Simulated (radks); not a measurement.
Question: The thallium ion Tl26+, configuration [Kr] 4d10 4f9 (the NIST ground configuration). All-electron calculation, Dirac Kohn-Sham, exchange-only PBE, spin-unpolarised, spherical densities, finite nucleus; open shells fill j = l - 1/2 first; Fermi nuclear charge, rms radius 5.4759 fm. Program: a radial shooting solver on a logarithmic mesh with Libxc functionals. Some entries of the table are withheld. Estimate them.

| orbital | occ. | eigenvalue (eV) | r(max) (bohr) |
|---|---|---|---|
| 1s1/2 | 2 | -86232.59 | (1) |
| 2s1/2 | 2 | -15992.76 | 0.05836 |
| 2p1/2 | 2 | (2) | 0.04279 |
| 2p3/2 | 4 | (3) | 0.05039 |
| 3s1/2 | 2 | -4412.333 | 0.1641 |
| 3p1/2 | 2 | -4139.690 | 0.1529 |
| 3p3/2 | 4 | -3678.665 | 0.1683 |
| 3d3/2 | 4 | -3227.552 | 0.1308 |
| 3d5/2 | 6 | -3128.998 | 0.1350 |
| 4s1/2 | 2 | -1553.196 | 0.3653 |
| 4p1/2 | 2 | -1434.670 | 0.3623 |
| 4p3/2 | 4 | -1314.613 | 0.3916 |
| 4d3/2 | 4 | -1120.428 | (4) |
| 4d5/2 | 6 | -1096.938 | (5) |
| 4f5/2 | 6 | -847.7996 | 0.3352 |
| 4f7/2 | 3 | -841.9057 | 0.3387 |

Answer: 
(1) 1s1/2 r(max) (bohr): 0.01003
(2) 2p1/2 eigenvalue (eV): -15389.81
(3) 2p3/2 eigenvalue (eV): -13323.61
(4) 4d3/2 r(max) (bohr): 0.3805
(5) 4d5/2 r(max) (bohr): 0.3891
